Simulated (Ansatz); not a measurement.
`CB(N)[SiH2]Cl` + H₂ → `NB[SiH2]Cl` + CH₄  (hydrogenolysis of a B–C bond)

Program: Ansatz. Geometries: PBE0-D4/def2-TZVP. ΔE: electronic, gas phase. CCSD(T)/CBS is the MP2 limit (def2-TZVPP, def2-QZVPP) plus CCSD(T) − MP2 in def2-TZVPP, frozen cores. This one scheme is used for every species. Each species was taken in one conformer, which may not be the lowest.

```json
{"species": "`CB(N)[SiH2]Cl`", "MP2/def2-QZVPP energy (Eh)": "-870.57643"}
{"species": "H₂", "MP2/def2-QZVPP energy (Eh)": "-1.16658"}
{"species": "`NB[SiH2]Cl`", "MP2/def2-QZVPP energy (Eh)": "-831.32359"}
{"species": "CH₄", "MP2/def2-QZVPP energy (Eh)": "-40.42633"}
```

Question: Work out ΔE.

Answer: ΔE = (-831.32359) + (-40.42633) − (-870.57643) − (-1.16658) = -0.00691 Eh = -18.1 kJ/mol. CCSD(T)/CBS gives -22.0 kJ/mol.

Largest T1 diagnostic among the species: 0.012.

In def2-TZVPP, CCSD(T) changes the Hartree–Fock value by +21.8 kJ/mol (the triples alone add +4.0 kJ/mol) and MP2 by +26.6 kJ/mol. The D4 term adds +10.2 kJ/mol with B3LYP and +5.7 kJ/mol with PBE0; it sums over pairs of atoms, weighted by their polarisabilities, and B3LYP, whose exchange is more repulsive, gets the larger term.

B3LYP here is the variant with VWN-RPA as its local correlation; programs differ in this.
